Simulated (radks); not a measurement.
Excited configurations of Sb: one electron is placed in a higher orbital outside [Kr] 4d10 5s2 5p2. The ground configuration is [Kr] 4d10 5s2 5p3. Method: scalar-relativistic Kohn-Sham, PBE, spin-unpolarised, spherical densities, finite nucleus; Fermi nuclear charge, rms radius 4.6802 fm; computed with a radial shooting solver on a logarithmic mesh with Libxc functionals. Excitation = E - E(ground); binding = E(ion) - E, where the ion is the core of charge +1; n* = 1/sqrt(2 binding) in atomic units, and the quantum defect is n - n*.

outer orbital  excitation (eV)  binding (eV)  quantum defect  eigenvalue (eV)
4f                       7.401         0.917           0.147           -0.431
5d                       6.400         1.917           2.336           -0.658
6s                       5.070         3.248           3.953           -1.817
6p                       6.120         2.198           3.512           -1.191
6d                       7.127         1.190           2.619           -0.643
7s                       6.727         1.591           4.075           -0.969
7p                       7.101         1.216           3.656           -0.726
7d                       7.556         0.762           2.774           -0.464

The Delta-SCF ionisation energy is 8.317 eV (NIST Atomic Spectra Database: 8.608 eV, measured). Self-interaction in the functional shifts the binding energies and quantum defects, so they are the method's values and not measured ones. Spin polarisation and multiplet splitting are left out, so open shells lie too high by an amount that depends on their filling. Spin-orbit splitting is averaged out at the scalar-relativistic level.

Beside tabulated values, note that spin-unpolarised runs miss the spin-polarisation part of the exchange energy of open shells.
